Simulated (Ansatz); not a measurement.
`[Cl][Al]([Br])[Br]` and `[SH][Al]([Cl])[Br]` differ in one atom or group.

Ansatz, PBE0-D4/def2-TZVP geometries, multiplicity 1. Each molecule was computed in one conformer, which needn't be the lowest.

Scalar relativity is left out up to krypton.

```csv
property,`[Cl][Al]([Br])[Br]`
LUMO energy (PBE/def2-TZVPP) / eV,-2.29
HOMO–LUMO gap (PBE0/def2-TZVPP) / eV,7.32
HOMO–LUMO gap (ωB97M-V/def2-TZVPP) / eV,11.26
LUMO energy (ωB97M-V/def2-TZVPP) / eV,0.29
HOMO energy (ωB97M-V/def2-TZVPP) / eV,-10.97
HOMO–LUMO gap (B3LYP/def2-TZVPP) / eV,6.78
```

**Question.** What does the change do to each property? (An estimate is asked.)

**Answer.** Computed: 
| property | `[SH][Al]([Cl])[Br]` | shift |
| --- | --- | --- |
| LUMO energy (PBE/def2-TZVPP) / eV | -1.96 | 0.33 |
| HOMO–LUMO gap (PBE0/def2-TZVPP) / eV | 7.11 | -0.21 |
| HOMO–LUMO gap (ωB97M-V/def2-TZVPP) / eV | 11.01 | -0.25 |
| LUMO energy (ωB97M-V/def2-TZVPP) / eV | 0.60 | 0.31 |
| HOMO energy (ωB97M-V/def2-TZVPP) / eV | -10.41 | 0.56 |
| HOMO–LUMO gap (B3LYP/def2-TZVPP) / eV | 6.59 | -0.19 |

With PBE0 the HOMO rises by 0.54 eV and the LUMO rises by 0.33 eV, so the gap narrows by about 0.21 eV. PBE moves the HOMO by 0.47 eV and ωB97M-V by 0.56 eV. The zero-point energy changes by 22.5 kJ/mol with +3 modes.

B3LYP here is the variant with VWN-RPA as its local correlation; programs differ in this.

Spin–orbit coupling is left out; it splits and shifts lone-pair levels of the heavy atoms by tenths of an eV.
